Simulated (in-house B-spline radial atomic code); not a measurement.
Checks on a self-consistent run for the aluminium ion Al⁶⁺, [He] 2s2 (2p1/2)2 (2p3/2)1. Computed with an all-electron radial atomic-structure program (B-spline basis): Dirac-Hartree-Fock, average of the jj configuration, Fermi nucleus of rms radius 3.061 fm.

```
orbital  q     ε (Eh)    <1/r>       <r²>  small-component weight
  1s1/2  2  -65.26303   12.673  0.0191838               0.0021246
  2s1/2  2   -9.95881  2.57366   0.378881              0.00034736
  2p1/2  2   -8.71722   2.5046   0.323168              0.00033333
  2p3/2  1   -8.78051  2.50059   0.322537              0.00033373
```

Electron-electron repulsion V_ee = 46.5933 hartree.

Problem. What total energy follows from the eigenvalues?

Solution. The eigenvalues count the repulsion twice, so E = Σqε - V_ee = -176.659 - 46.593 = -223.252 hartree; the run printed -223.252.

Problem. Does the Dirac virial theorem hold?

Solution. For a point nucleus E = -2c²Σq·w, with w the small-component weight. Here Σq·w = 0.0059442 and c = 137.0360, so the ratio E/(-2c²Σq·w) is 1.000001.

Problem. What diamagnetic shielding (Lamb formula) and susceptibility (Langevin formula) do the radii give?

Solution. σ = (α²/3)Σq<1/r> = 38.0031/(3·137.036²) = 674.57 ppm, and χ = -0.79199×10⁻⁶·Σq<r²> = -1.398×10⁻⁶ cm³/mol with Σq<r²> = 1.765 bohr². Both are non-relativistic formulas without the paramagnetism of open shells.
